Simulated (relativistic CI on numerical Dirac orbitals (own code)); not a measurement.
**Radial parameters of Rb XX**

These numbers are calculated, not measured: Dirac-Coulomb-Breit CI, KLI orbitals optimised for each configuration, model QED (radiative potential, 1s self-energy scaled to tabulated hydrogen-like ionisation energies), unscaled Slater integrals (own radial code, finite nucleus).

Slater integrals F^k, G^k are unscaled and averaged over j, outside the closed core [Ne]; ζ comes from projecting the Hamiltonian with its Breit term on Σ l·s of the shell.

- 3s2 3p5 3d: ζ(3p) = 65407, F^2(3p,3d) = 222050, G^1(3p,3d) = 245550, G^3(3p,3d) = 161570, ζ(3d) = 7454.6 cm⁻¹; <r>(3p) = 0.4488, <r^2>(3p) = 0.2322, <r>(3d) = 0.4084, <r^2>(3d) = 0.1942 (bohr units).
- 3s 3p6 3d: G^2(3s,3d) = 185820, ζ(3d) = 7549 cm⁻¹; <r>(3s) = 0.4569, <r^2>(3s) = 0.2376, <r>(3d) = 0.409, <r^2>(3d) = 0.1948 (bohr units).
- 3s2 3p5 4s: ζ(3p) = 66922, G^1(3p,4s) = 27291 cm⁻¹; <r>(3p) = 0.4442, <r^2>(3p) = 0.2276, <r>(4s) = 0.9014, <r^2>(4s) = 0.9118 (bohr units).

Averages of the first 10 configurations, taken without configuration mixing, which lowers the lowest level and can move excited configurations by several eV; other configurations of the list can lie among them:

| Configuration | Parity | States | Average energy above the lowest level (eV) |
| --- | --- | --- | --- |
| 3s2 3p6 | even | 1 | 0.3 |
| 3s2 3p5 3d | odd | 60 | 105.6 |
| 3s 3p6 3d | even | 20 | 190.9 |
| 3s2 3p5 4s | odd | 12 | 404.2 |
| 3s2 3p5 4p | even | 36 | 433.2 |
| 3s2 3p5 4d | odd | 60 | 474.2 |
| 3s 3p6 4s | even | 4 | 490.4 |
| 3s2 3p5 4f | even | 84 | 507.8 |
| 3p6 3d2 | even | 45 | 386.1 |
| 3p5 3d3 | odd | 720 | 489.7 |
